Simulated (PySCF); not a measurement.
All values below come from PBE-D3(BJ)/def2-TZVP // B3LYP-D3(BJ)/def2-SVP run with PySCF 2.14.0. All species are isolated molecules in the gas phase. One relaxed conformer stands for a flexible species; it need not be the lowest. Excitations are Tamm–Dancoff values on a coarser integration grid. The basis has no diffuse functions, so Rydberg states are missing or too high.

Reference species (SMILES): `C[CH2][Ge]([CH2]C)([CH2]C)[CH2]C` (neutral, multiplicity 1).

```
Item                      Value
----------------------  -------
S1 excitation (TDA)     6.34 eV
S1 oscillator strength    0.008
```

Changed species: `[I][Ge]([I])([I])[I]` (4 of 4 C2H5 replaced by I; the reference has 0 of 4 C2H5 replaced by I).

Problem. What does the change do to the S1 excitation (TDA) and S1 oscillator strength?

Solution. the S1 excitation (TDA) decreases by 3.85 eV, to 2.49 eV; the S1 oscillator strength is nearly the same.
